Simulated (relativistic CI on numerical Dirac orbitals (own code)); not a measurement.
# Spin-orbit doublets in the photoemission of indium

Problem. Photoelectron lines from p, d and f shells are doublets, and peak fits need their splitting and area ratio. Find both for the 3d line of indium, from the calculated spin-orbit constant ζ(3d) = 3.018 eV of the closed-shell ion In³⁺ with one hole. Is the doublet resolved if instrument, lifetime and solid give each line a width of 1.0 eV (assumed)?

Working.
1. One hole with l = 2 gives j = 5/2 and j = 3/2. For a hole the level of higher j has the lower binding energy.
2. The splitting is (l + ½)ζ = 2.5 × 3.018 = 7.545 eV.
3. The areas follow 2j + 1: 6 : 4, so the weaker line has 0.667 of the stronger one's area, if the radial matrix elements are equal.
4. Splitting over width is 7.54: two separate peaks.

Check. The difference of tabulated binding energies of the element (M4 less M5; Elam, Ravel and Sieber, Radiat. Phys. Chem. 63, 121 (2002), rounded to 0.1 eV or more) is 7.5 eV.

All doublets of In³⁺, calculated as differences of Dirac-Coulomb-Breit total energies with one hole (eV):

| Shell | Calculated | Without Breit and QED | Tabulated, element |
| --- | --- | --- | --- |
| 2p | 208.2 | 210.9 | 208.0 |
| 3p | 38.53 | 39.02 | 37.9 |
| 3d | 7.567 | 7.792 | 7.5 |
| 4p | 6.679 | 6.771 |  |
| 4d | 0.8659 | 0.8947 | 0.8 |

The Breit and QED terms lower the splittings by 1.3 to 3.2 %. The 4p hole of the elements from Cd to Xe decays so fast that 4p1/2 is no sharp line in experiment.
